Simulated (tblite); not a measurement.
Torsional barriers computed with GFN2-xTB (tblite), climbing-image nudged elastic band, gas phase; electronic energies of the top image counted from the start geometry. The bands met a force threshold of 0.05 eV/Å; their tops weren't refined or checked by frequencies and can lie a kcal/mol or more above the method's true saddle points. Atom numbers follow the mapped SMILES.

**Question.** Rank the forward barriers of these bands, lowest first.
A. `[CH3:1][C@H:2]([F:3])[S:4]([CH3:5])(=[O:6])=[O:7]`: C1–C2–S4–C5 from 161° to -70°
B. `[O:1]=[CH:2][O:3][c:4]1[cH:5][cH:6][cH:7][n:8][cH:9]1`: C9–C4–O3–C2 from 161° to -24°
C. `[CH2:1]=[C:2]([CH3:3])[c:4]1[cH:5][n:6][n-:7][cH:8]1` (charge -1): C8–C4–C2–C3 from 180° to 0°

**Answer.** B (1.3 kcal/mol), A (4.4 kcal/mol), C (5.5 kcal/mol).

| SMILES | ends of the turned bond | barrier (kcal/mol) | end above start (kcal/mol) | dihedral at top (°) | bond at start (Å) | bond at top (Å) | Eyring rate at 298 K (s⁻¹) |
| --- | --- | --- | --- | --- | --- | --- | --- |
| O=COc1cccnc1 | aromatic carbon bearing oxygen / ester single-bonded oxygen | 1.3 | 0.4 | -87 | 1.389 | 1.398 | 7 × 10^11 |
| C[C@H](F)S(C)(=O)=O | sp3 C–F carbon / sulfonyl sulfur | 4.4 | 3.5 | -116 | 1.856 | 1.878 | 4 × 10^9 |
| C=C(C)c1cn[n-]c1 | substituted aromatic carbon / fully substituted alkene carbon | 5.5 | 0.0 | -87 | 1.435 | 1.461 | 6 × 10^8 |

Rates take the electronic barrier for the free energy of activation. GFN2-xTB barriers can miss by several kcal/mol, and conformer orders can be wrong, so the ranking may change at better levels.
